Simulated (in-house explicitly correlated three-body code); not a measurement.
Computed with an exponentially correlated three-body code. Model: two electrons around a point charge, non-relativistic, variational in 260 exponentially correlated functions (energies converged to about 1e-7 hartree, or 1e-8 relative for large Z).

For two electrons in a singlet the Kohn-Sham orbital is the square root of half the density, so the exact Kohn-Sham potential and energy parts follow from the density alone, and exchange is minus half the Hartree energy. The Kohn-Sham level equals minus the binding energy of the second electron.

Command:
```bash
python run_hyl.py task.json out
```
Settings (lengths in bohr, energies in hartree):
```
Z                      1.05
interaction_strength   1
functions              260
states_tried           13
```

Run time, properties included: 44 s on 1 thread of Arm Neoverse V1, on a shared host.

**Those bound S and P states to n = 4 that converged, binding against the one-electron ion.**

Given: nuclear charge 1.05.

Computed: one-electron threshold -0.55125 hartree.

```tsv
term	energy (hartree)	binding (eV)
1 1S	-0.598698304	1.2911
```

**Converged states only, values per electron or pair.**

```
term  mean r (bohr)  mean r squared (bohr²)  mean inverse r (1/bohr)  mean r12 (bohr)  mean inverse r12 (1/bohr)  mean cosine  mean p1 dot p2 (bohr⁻²)  delta r1 (bohr⁻³)  delta r12 (bohr⁻³)
1 1S         2.4233                  9.1428                  0.73545           3.9087                    0.34705     -0.10475                 0.039415             0.1955           0.0038876
```

**Exact Kohn-Sham parts of the ground state from its density.**

Computed: total energy -0.598698304 hartree; exchange energy -0.41692 hartree; DFT correlation energy -0.041122 hartree; kinetic part of the DFT correlation energy 0.028752 hartree; potential part of the DFT correlation energy -0.069874 hartree; exact minus restricted Hartree-Fock -0.039685 hartree; Kohn-Sham level -1.2911 eV; restricted Hartree-Fock level -1.7887 eV.

(1) What is the Kohn-Sham kinetic?

(2) What is the Hartree energy?

**Functionals on the exact density and self-consistent, errors are functional minus exact, hybrids only self-consistent, a dash where a self-consistent run leaves the top level unbound.**

```csv
result,exchange error (millihartree),correlation error (millihartree),functional driven error (millihartree),self consistent total error (millihartree),top level plus exact binding (eV)
RPBE,-15.773,9.1377,-6.6349,-,-
wB97X,-,-,-,-2.1509,-0.43944
revTPSS,?,?,?,-,-
PBEsol,13.149,1.3287,14.478,-,-
TPSS,-10.09,7.5028,-2.5871,-,-
PW91,-9.0471,7.4765,-1.5707,-,-
LDA PW92,50.72,-34.097,16.622,-,-
AM05,?,?,?,-,-
M06-L,-8.7168,10.3,1.5836,-,-
```

(3) What belongs in the row revTPSS?

(4) What belongs in the row AM05?

## Answers

(1) 0.56995 hartree.

(2) 0.83385 hartree.

(3) exchange error (millihartree): -9.0116; correlation error (millihartree): 3.7655; functional driven error (millihartree): -5.2461.

(4) exchange error (millihartree): 36.362; correlation error (millihartree): -23.944; functional driven error (millihartree): 12.417.

The correlation energy of density-functional theory lies 1.4 millihartree below exact minus Hartree-Fock, because the Hartree-Fock density, unlike the exact one, minimises the Hartree-Fock energy.
